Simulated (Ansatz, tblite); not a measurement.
Forces on tetraphenylsilane, `c1ccc([Si](c2ccccc2)(c2ccccc2)c2ccccc2)cc1` at its PBE-D4/def2-SVP geometry. Total charge 0; singlet.

The xTB rows come from tblite. Single mean-field runs in def2-TZVP are fitted with def2-universal-jkfit.

GFN2-xTB (tblite), largest force 1.03 eV/Å:

```xyz
45
positions Å, forces eV/Å
C    -4.301   -1.801    0.767    0.324    0.139   -0.063
C    -4.044   -0.457    1.079    0.312   -0.189   -0.173
C    -2.772    0.090    0.845   -0.130   -0.400   -0.082
C    -1.735   -0.693    0.295   -0.915   -0.435    0.161
Si    0.001    0.001    0.000    0.001    0.005    0.001
C     1.167   -0.557    1.382    0.680   -0.274    0.719
C     0.866   -1.653    2.220    0.378    0.177    0.099
C     1.760   -2.063    3.222    0.046    0.319   -0.244
C     2.975   -1.384    3.402   -0.230    0.107   -0.253
C     3.291   -0.290    2.580   -0.384   -0.160   -0.072
C     2.393    0.120    1.583   -0.022   -0.338    0.310
C     0.619   -0.639   -1.670    0.287   -0.315   -0.933
C    -0.258   -0.669   -2.779    0.406   -0.158   -0.145
C     0.179   -1.112   -4.037    0.225   -0.001    0.357
C     1.505   -1.543   -4.207   -0.113    0.111    0.322
C     2.388   -1.526   -3.116   -0.377    0.114    0.094
C     1.948   -1.078   -1.860   -0.230   -0.030   -0.362
C    -0.049    1.893   -0.007   -0.054    1.023    0.055
C    -0.041    2.639   -1.206   -0.018    0.252    0.346
C    -0.105    4.041   -1.185    0.019   -0.242    0.322
C    -0.180    4.724    0.039    0.021   -0.357   -0.005
C    -0.187    4.000    1.242    0.048   -0.242   -0.343
C    -0.119    2.599    1.217    0.000    0.310   -0.338
C    -2.014   -2.044   -0.020   -0.387    0.181    0.171
C    -3.282   -2.596    0.216    0.112    0.404    0.057
H    -5.299   -2.229    0.947    0.616    0.262   -0.102
H    -4.842    0.173    1.504    0.483   -0.393   -0.254
H    -2.586    1.149    1.089   -0.072   -0.682   -0.165
H    -0.088   -2.190    2.093    0.600    0.367    0.042
H     1.504   -2.917    3.869    0.167    0.518   -0.395
H     3.675   -1.703    4.190   -0.428    0.190   -0.490
H     4.240    0.250    2.721   -0.578   -0.338   -0.082
H     2.648    0.989    0.954   -0.209   -0.563    0.362
H    -1.306   -0.347   -2.657    0.676   -0.184   -0.020
H    -0.520   -1.128   -4.888    0.434    0.010    0.515
H     1.848   -1.898   -5.191   -0.207    0.227    0.604
H     3.427   -1.870   -3.242   -0.634    0.214    0.068
H     2.650   -1.076   -1.010   -0.479    0.022   -0.516
H     0.024    2.115   -2.174   -0.046    0.292    0.638
H    -0.091    4.605   -2.131   -0.015   -0.337    0.582
H    -0.227    5.824    0.056    0.020   -0.677   -0.012
H    -0.240    4.531    2.205    0.029   -0.318   -0.593
H    -0.111    2.044    2.170   -0.010    0.297   -0.635
H    -1.228   -2.675   -0.467   -0.456    0.444    0.294
H    -3.479   -3.649   -0.036    0.114    0.645    0.159
```

r2SCANh-D4/def2-TZVP (Ansatz), largest force 0.63 eV/Å:

```
C 0.163 0.082 -0.030
C 0.104 -0.096 -0.064
C -0.054 -0.160 -0.026
C -0.304 -0.152 0.034
Si 0.000 0.003 0.001
C 0.228 -0.070 0.246
C 0.154 0.065 0.039
C 0.044 0.124 -0.084
C -0.126 0.048 -0.126
C -0.145 -0.067 -0.028
C 0.019 -0.154 0.153
C 0.078 -0.116 -0.311
C 0.181 -0.073 -0.098
C 0.090 0.003 0.134
C -0.048 0.054 0.170
C -0.150 0.042 0.009
C -0.087 -0.008 -0.149
C -0.003 0.341 0.033
C -0.013 0.103 0.137
C 0.001 -0.070 0.138
C 0.013 -0.183 -0.014
C 0.014 -0.090 -0.134
C -0.007 0.167 -0.138
C -0.196 0.056 0.082
C 0.041 0.154 0.027
H 0.569 0.245 -0.100
H 0.449 -0.361 -0.237
H -0.105 -0.593 -0.148
H 0.531 0.309 0.077
H 0.150 0.482 -0.366
H -0.400 0.180 -0.451
H -0.538 -0.308 -0.077
H -0.149 -0.469 0.343
H 0.568 -0.182 -0.055
H 0.399 0.007 0.480
H -0.193 0.205 0.562
H -0.588 0.196 0.066
H -0.399 -0.011 -0.474
H -0.025 0.293 0.544
H -0.012 -0.314 0.538
H 0.025 -0.628 -0.011
H 0.030 -0.298 -0.548
H 0.005 0.293 -0.523
H -0.424 0.352 0.237
H 0.108 0.598 0.143
```

PBE0-D4/def2-TZVP (Ansatz), largest force 0.58 eV/Å:

```
C 0.246 0.113 -0.047
C 0.176 -0.144 -0.102
C -0.036 -0.239 -0.056
C -0.386 -0.198 0.051
Si 0.000 0.003 0.001
C 0.297 -0.095 0.309
C 0.214 0.126 0.023
C 0.059 0.197 -0.141
C -0.181 0.077 -0.191
C -0.225 -0.112 -0.039
C -0.030 -0.222 0.178
C 0.102 -0.141 -0.402
C 0.264 -0.086 -0.073
C 0.149 0.003 0.207
C -0.080 0.084 0.249
C -0.238 0.071 0.027
C -0.163 0.002 -0.189
C -0.012 0.436 0.043
C -0.015 0.111 0.222
C 0.003 -0.124 0.216
C 0.017 -0.273 -0.011
C 0.020 -0.135 -0.215
C -0.009 0.175 -0.226
C -0.228 0.129 0.119
C 0.057 0.244 0.048
H 0.527 0.227 -0.092
H 0.417 -0.334 -0.219
H -0.095 -0.558 -0.141
H 0.498 0.294 0.070
H 0.139 0.446 -0.340
H -0.369 0.166 -0.417
H -0.499 -0.286 -0.072
H -0.143 -0.444 0.327
H 0.538 -0.175 -0.051
H 0.370 0.007 0.446
H -0.179 0.190 0.519
H -0.545 0.183 0.062
H -0.378 -0.009 -0.444
H -0.023 0.272 0.514
H -0.011 -0.292 0.498
H 0.022 -0.580 -0.011
H 0.028 -0.277 -0.508
H 0.008 0.278 -0.497
H -0.402 0.335 0.222
H 0.101 0.555 0.132
```
